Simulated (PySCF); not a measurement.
Constants of TlH, step by step

State: ¹Σ⁺, singlet, closed shell. De refers to Tl + H. RHF-based CCSD(T) in PySCF 2.14 with Tl cc-pwCVDZ-PP with ECP60, H aug-cc-pVDZ and Tl cc-pwCVTZ-PP with ECP60, H aug-cc-pVTZ (frozen core orbitals: 4; scalar-relativistic core potentials). Correlation energies are extrapolated as n⁻³ (n = 2, 3), Hartree–Fock as (n+1)·exp(−9√n).

| Level | Re (Å) | ωe (cm⁻¹) | ωexe (cm⁻¹) | αe (cm⁻¹) | De (eV) |
| --- | --- | --- | --- | --- | --- |
| CCSD(T)/DZ | 1.9118 | 1343.7 | 23.8 | 0.140 | 2.492 |
| CCSD(T)/TZ | 1.8996 | 1362.4 | 21.7 | 0.135 | 2.573 |
| HF/CBS | 1.8943 | 1421.4 | 21.0 | 0.126 | 1.645 |
| MP2/CBS | 1.8795 | 1414.5 | 19.7 | 0.129 | 2.423 |
| CCSD/CBS | 1.8932 | 1382.7 | 20.7 | 0.132 | 2.570 |
| CCSD(T)/CBS | 1.8960 | 1369.7 | 20.9 | 0.133 | 2.606 |

**Question.** How much is left between CCSD(T)/TZ and the basis-set limit, and how much do the triples give at the limit?

**Answer.** CCSD(T)/CBS less CCSD(T)/TZ: -3.6 mÅ in Re, +7.3 cm⁻¹ in ωe and +0.033 eV in De. CCSD(T)/CBS less CCSD/CBS: +2.8 mÅ in Re, -13.0 cm⁻¹ in ωe and +0.036 eV in De.

The T1 diagnostic is 0.015. The open-shell atoms are computed with UHF. Spin–orbit coupling, excitations beyond (T) and corrections to the Born–Oppenheimer picture are left out, and spin–orbit coupling matters for open p, d or f shells this heavy.

The whole job (state search and all basis sets along the bond) took about 1.2 min on 4 threads of Arm Neoverse V2 (shared host), peak memory 1.8 GiB.
